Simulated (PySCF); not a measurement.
Sn(H)3(SiH3) (H6SiSn), SMILES [SiH3][SnH3].

Geometry: B3LYP-D3(BJ)/def2-TZVP. The def2 effective core potentials stand for the cores of Sn; spin–orbit coupling is left out.

Calculation: TDA-PBE0/def2-SVPD in PySCF.

Vertical excitations; the highest root listed may be one member of a degenerate set. Gas-phase values at a fixed geometry. State labels are in the subgroup Cs.

| state | symmetry | energy (eV) | λ (nm) | f | main pairs |
|---|---|---|---|---|---|
| S1 | A' | 6.91 | 180 | 0.164 | HOMO→LUMO 64 %, HOMO→LUMO+1 33 % |
| S2 | A" | 7.06 | 176 | 0.027 | HOMO→LUMO+3 (degenerate set) |
| S3 | A' | 7.06 | 176 | 0.027 | HOMO→LUMO+2 (degenerate set) |
| S4 | A' | 7.24 | 171 | 0.483 | HOMO→LUMO+1 63 %, HOMO→LUMO 27 % |
| S5 | A' | 7.68 | 161 | 0.039 | HOMO−2→LUMO, HOMO→LUMO+5 (degenerate set) |
| S6 | A" | 7.68 | 161 | 0.039 | HOMO−1→LUMO, HOMO→LUMO+4 (degenerate set) |
| S7 | A" | 7.72 | 161 | 0.018 | HOMO→LUMO+4, HOMO−1→LUMO (degenerate set) |
| S8 | A' | 7.72 | 161 | 0.018 | HOMO→LUMO+5, HOMO−2→LUMO (degenerate set) |
| S9 | A" | 7.83 | 158 | 0.000 | HOMO−1→LUMO+2 48 %, HOMO−2→LUMO+3 48 % |
| S10 | A' | 8.00 | 155 | 0.000 | HOMO−2→LUMO+1 72 %, HOMO−2→LUMO+2 12 %, HOMO−1→LUMO+3 12 % |
| T1 | A' | 5.90 | 210 | 0 | HOMO→LUMO 89 % |
| T2 | A" | 6.13 | 202 | 0 | HOMO→LUMO+3 (degenerate set) |
| T3 | A' | 6.13 | 202 | 0 | HOMO→LUMO+2 (degenerate set) |
| T4 | A' | 6.65 | 187 | 0 | HOMO→LUMO+1 82 % |
Triplets are in the Tamm–Dancoff approximation.
